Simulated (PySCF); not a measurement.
Cd²⁵⁺: ionisation energy

Cd²⁵⁺ [Ar] 3d5 (6S) → Cd²⁶⁺ [Ar] 3d4 (5D), as a difference of total energies. All numbers are calculated (PySCF 2.14, the spin-free X2C one-electron Hamiltonian (Gaussian nucleus), in an even-tempered Gaussian basis (19 s from 2.9 bohr⁻², ratio 2.5; 12 p from 3.8 bohr⁻², ratio 2.5; 8 d from 3.8 bohr⁻², ratio 2.5; 4 f from 16 bohr⁻², ratio 2.7; 3 g from 24 bohr⁻², ratio 2.7)). Correlated levels: outer shells: [Ne] frozen; virtual orbitals above 40 to 60 times the deepest correlated orbital energy dropped. The calculations carry no spin-orbit coupling.

| method | ionisation energy (eV) |
| --- | --- |
| UHF | 1329.4 |
| LDA | 1328.3 |
| PBE | 1327.7 |
| PBE0 | 1328.6 |
| r2SCAN | 1329.0 |
| TPSS | 1327.1 |
| MN15 | 1325.6 |
| MP2 (outer shells) | 1330.0 |
| SCS-MP2 (outer shells) | 1329.5 |

A first-order spin-orbit estimate (lowest level to lowest level, LS coupling) adds -5.059 eV.

Breit and QED terms and the two-electron picture change are absent.

For comparison: 1320 ± 4 eV (theoretical estimate listed by NIST; NIST Atomic Spectra Database, ionization energies).
